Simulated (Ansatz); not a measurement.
**Abstraction of Cl: C2H5Cl2In + CH2I → C2H5ClIn + CH2ClI**

Species: C2H5Cl2In `C[CH2][In]([Cl])[Cl]`, singlet; CH2I `[CH2]I`, doublet; C2H5ClIn `C[CH2][In][Cl]`, doublet; CH2ClI (chloroiodomethane) `ClCI`, singlet. A radical takes Cl: the energy is the difference in strength between the In–Cl bond broken and the C–Cl bond made.

Shapes, held fixed at every level: PBE0-D4/def2-TZVP. Flexible molecules stand in one conformer, not always the lowest. Programs: Ansatz 0.2.0. Electronic energies: no zero-point or thermal term.

```csv
level,kind,ΔE (kJ/mol),less CCSD(T)/def2-TZVPP,CPU time (sum over the molecules)
MP2/def2-TZVPP,perturbation theory,+43.3,-6.1,–
r2SCAN-D4/def2-TZVPP,meta-GGA,+47.5,-1.9,91 s
B3LYP-D4/def2-TZVPP,global hybrid,+29.8,-19.6,80 s
PBE0-D4/def2-TZVPP,global hybrid,+37.8,-11.6,59 s
wB97M-V/def2-TZVPP,range-separated hybrid,+44.4,-5.0,2.6 min
B2PLYP/def2-TZVPP,double hybrid,+40.6,-8.8,79 s
CCSD/def2-TZVPP,coupled cluster or CI,+53.6,+4.2,–
CCSD(T)/def2-TZVPP,coupled cluster or CI,+49.4,0.0,2.1 min
```

The highest level, CCSD(T)/def2-TZVPP, gives ΔE = +49.4 kJ/mol; the levels span +29.8 to +53.6. The column of differences is taken from that level and isn't an error. No measured value is set beside it here. Spin contamination: C2H5ClIn (⟨S²⟩ up to 0.80). Open shells run unrestricted. For atoms past krypton def2 sets carry core potentials with scalar relativity. Outer-core shells of I, In are correlated, in sets that cover them unevenly. Times are processor times on shared x86 and Arm servers, and rough.
